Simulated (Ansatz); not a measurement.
Geometry optimisation, UKS PBE0-D4/def2-SVP in Ansatz 0.2.0.

The input (input.yaml):

```yaml
crystal:
  periodic: [false, false, false]
  atoms:
    - { symbol: W, position_ang: [0.0, 0.0, 0.0] }
    - { symbol: H, position_ang: [0.0, 0.0, 1.97] }
    - { symbol: F, position_ang: [1.85, 0.0, 0.0] }
    - { symbol: F, position_ang: [0.0, 1.85, 0.0] }
    - { symbol: F, position_ang: [-1.85, 0.0, 0.0] }
    - { symbol: H, position_ang: [0.0, -1.72, 0.0] }
    - { symbol: F, position_ang: [0.0, 0.0, -1.85] }
    - { symbol: H, position_ang: [0.0, 0.0, 2.93] }
magnetization:
  spin_polarized: true
  initial_magnetization: 1
basis:
  gaussian: { orbitals: def2-SVP }
hamiltonian:
  xc: pbe0
  dispersion: d4
relax:
  f_tol: 0.15
  max_steps: 25
  restrain:
    - { distance: [1, 7], at: 0.66, k: 30.0 }
    - { distance: [0, 1], at: 2.92, k: 30.0 }
output:
  orbitals: {}
```

Command:

```bash
$ ansatz run input.yaml --threads 4 --pin off --max-ram 5120MiB --backend cpu --events-out ev --progress --plain --runs-dir out
```

Q: Where does it end, and by what steps?

A: The forces met the threshold. The restraints hold the end off the free minimum; the threshold counts their pulls, which the force column leaves out. Restrained pairs: H2–H8 (0.96 → 0.72 Å), W1–H2 (1.97 → 2.92 Å). After 11 steps the energy has fallen by 1.775 eV (the restraints' own energy left out); F7 moved furthest, 0.77 Å.

```json
{"step": "0", "energy less start (eV)": "0.0000", "largest force component (eV/Å)": "4.584", "accepted": "yes"}
{"step": "1", "energy less start (eV)": "-0.7002", "largest force component (eV/Å)": "3.932", "accepted": "yes"}
{"step": "2", "energy less start (eV)": "-0.7490", "largest force component (eV/Å)": "4.327", "accepted": "yes"}
{"step": "3", "energy less start (eV)": "-1.1947", "largest force component (eV/Å)": "1.682", "accepted": "yes"}
{"step": "4", "energy less start (eV)": "-1.3247", "largest force component (eV/Å)": "0.755", "accepted": "yes"}
{"step": "5", "energy less start (eV)": "-1.3887", "largest force component (eV/Å)": "0.605", "accepted": "yes"}
{"step": "6", "energy less start (eV)": "-1.4648", "largest force component (eV/Å)": "0.852", "accepted": "yes"}
{"step": "7", "energy less start (eV)": "-1.5675", "largest force component (eV/Å)": "1.165", "accepted": "yes"}
{"step": "8", "energy less start (eV)": "-1.6879", "largest force component (eV/Å)": "1.132", "accepted": "yes"}
{"step": "9", "energy less start (eV)": "-1.7571", "largest force component (eV/Å)": "0.700", "accepted": "yes"}
{"step": "10", "energy less start (eV)": "-1.7808", "largest force component (eV/Å)": "1.003", "accepted": "yes"}
{"step": "11", "energy less start (eV)": "-1.7753", "largest force component (eV/Å)": "1.475", "accepted": "yes"}
```

```xyz
8
Properties=species:S:1:pos:R:3
W 0.000 0.256 -0.426
H 0.000 -0.467 2.408
F 1.832 0.206 -0.303
F 0.000 1.823 0.618
F -1.832 0.206 -0.303
H 0.000 -1.268 0.257
F 0.000 -0.748 -2.017
H 0.000 0.123 2.816
```

The run took 37 s on 4 threads of Arm Neoverse V2 (shared host), peak memory 0.34 GiB.
